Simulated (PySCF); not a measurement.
C5H9F, SMILES C[C@H](F)C1CC1. Atoms are numbered in the order given.

```xyz
15

C      1.8791     0.5733     0.4231
C      0.6190    -0.2716     0.3975
F      0.9678    -1.5685     0.0153
C     -0.4359     0.2491    -0.5405
C     -1.8638    -0.1953    -0.3798
C     -1.4734     1.2162    -0.0278
H      2.6273     0.1312     1.0979
H      2.3157     0.6349    -0.5861
H      1.6518     1.5938     0.7671
H      0.1912    -0.3451     1.4152
H     -0.0763     0.4032    -1.5642
H     -2.0889    -0.8870     0.4373
H     -2.4544    -0.3634    -1.2839
H     -1.4375     1.4902     1.0312
H     -1.7900     2.0286    -0.6869
```

Geometry optimised at B3LYP-D3(BJ)/def2-SVP. The structure was generated by enumeration; whether it is a known compound was not checked. Other conformers were not sampled.

Two levels are set side by side: PBE/pcSseg-1 (PySCF) and HF/pcSseg-1 (PySCF). GIAO shifts against CFCl3 (¹⁹F), TMS (¹H), TMS (¹³C) at the same level; non-relativistic, no solvent, atoms listed together averaged. Differences are taken from unrounded values.

```csv
quantity,PBE
δ(¹³C) of C1 (ppm),25.7
δ(¹³C) of C2 (ppm),104.3
δ(¹⁹F) of F3 (ppm),-210.4
δ(¹³C) of C4 (ppm),22.7
δ(¹H) of H10 (ppm),3.82
δ(¹H) of H11 (ppm),1.07
```

Problem. These are the PBE values. What does HF give? (An estimate is asked for; the answer gives what the named calculation found.)

Solution. 
```tsv
quantity	HF	PBE minus HF
δ(¹³C) of C1 (ppm)	24.1	1.5
δ(¹³C) of C2 (ppm)	88.8	15.5
δ(¹⁹F) of F3 (ppm)	-163.7	-46.7
δ(¹³C) of C4 (ppm)	15.0	7.7
δ(¹H) of H10 (ppm)	3.31	0.51
δ(¹H) of H11 (ppm)	1.00	0.07
```

Rough cost on one machine, each run with all the roots and properties that it gave: HF against PBE within a factor of 2.
